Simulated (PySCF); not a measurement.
# GeB⁺, PBE0: how much the basis matters

PySCF, UKS reference; triplet, unpaired electrons σ ↑, π ↑; De to Ge⁺ + B without counterpoise correction.

```csv
basis,relativity,functions,Re (Å),ωe (cm⁻¹),De (eV),μ (D)
x2c-SVPall,spin-free X2C,46,2.170,484,2.54,1.81
jorge-DZP-DKH,spin-free X2C,58,2.163,470,2.44,1.89
def2-TZVPPD,no relativity,91,2.179,470,2.57,1.82
```

How does each smaller set differ from the one with most functions, def2-TZVPPD?

x2c-SVPall: -0.9 pm, +3.0 % in ωe, -0.03 eV in De; jorge-DZP-DKH: -1.6 pm, +0.0 % in ωe, -0.13 eV in De. All at PBE0; the set with most functions is neither the basis-set limit nor always the best. The rows treat relativity differently, so the differences are not basis effects alone.

A positive dipole points towards B; it is taken about the centre of mass and depends on that origin. Spin–orbit coupling is left out. For an ion De counts to the pair picked by the measured ionisation energies or electron affinities, which need not be the lowest pair at this level. The state is the lowest determinant that a PBE0 search found; another state may lie lower at other levels.
